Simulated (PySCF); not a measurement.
# Radial density of Ge (germanium, neutral)

HSE06, [Ar] 3d10 4s2 4p1 5s1, high-spin 3P determinant (an excited configuration). Computed with PySCF 2.14 in aug-cc-pwCVDZ-PP with ECP10MDF (6s5p4d1f, 48 functions), with scalar relativity through the core potential. This is the valence pseudo-density: the core potential removes the inner electrons and smooths the orbitals near the nucleus.

```csv
r (bohr),4πr²ρ (e/bohr),4πr²(ρα − ρβ)
0.00111,1.232e-05,0.0000
0.00186,3.473e-05,0.0000
0.00313,9.716e-05,0.0000
0.00527,0.0002665,0.0000
0.00886,0.0006939,0.0000
0.0149,0.001605,0.0000
0.0251,0.003212,0.0000
0.0422,0.008712,0.0000
0.0709,0.06538,0.0000
0.119,0.6375,-0.0006
0.201,4.147,-0.0001
0.338,17.39,0.0338
0.568,28.17,0.0438
0.955,10.85,0.0313
1.61,2.620,0.3834
2.70,0.9616,0.3759
4.55,0.3037,0.2746
7.65,0.1174,0.1174
12.9,0.0004613,0.0005
```

Energies and moments cover only the electrons outside the core potential. The outer electron is Rydberg-like, and this basis confines it to a smaller radius and binds it less than a complete one would.
